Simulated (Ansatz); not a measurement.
`C[SiH](O)[SiH](O)O` + `FCCl` → `O[SiH](O)CCl` + `C[SiH](O)F`  (formal exchange of groups at the Si–Si bond)

Gas-phase electronic energies from Ansatz, PBE0-D4/def2-TZVP geometries. CCSD(T)/CBS adds triple-zeta CCSD(T) − MP2 to the extrapolated MP2 energy (def2 sets, frozen cores). This one scheme is used for every species. Functionals use def2-TZVPP. B3LYP here is the variant with VWN-RPA as its local correlation; programs differ in this. One conformer a species, not always the lowest.

Task: Is it downhill or uphill in electronic energy at CCSD(T)/CBS, and by how much? (An estimate is asked.)

Result: Computed: Downhill: ΔE = -267.6 kJ/mol.

Task: What do these levels give: r2SCAN-D4, PBE0-D4, PBE, PBE0, B3LYP, HF/def2-TZVPP, SCS-MP2/def2-TZVPP, CCSD/def2-TZVPP, HF/def2-QZVPP, MP2/def2-QZVPP, SCS-MP2/def2-QZVPP, CCSD/CBS(def2)? (Best estimate.)

Result: Ansatz gave: r2SCAN-D4 -255.6, PBE0-D4 -242.2, PBE -229.6, PBE0 -243.4, B3LYP -252.1, HF/def2-TZVPP -274.4, SCS-MP2/def2-TZVPP -271.0, CCSD/def2-TZVPP -265.7, HF/def2-QZVPP -277.3, MP2/def2-QZVPP -280.1, SCS-MP2/def2-QZVPP -275.1, CCSD/CBS(def2) -270.8 kJ/mol.

Largest T1 diagnostic among the species: 0.012.

From PBE to PBE0 (25 % exact exchange), in def2-TZVPP and without D4, ΔE moves by −13.7 kJ/mol.
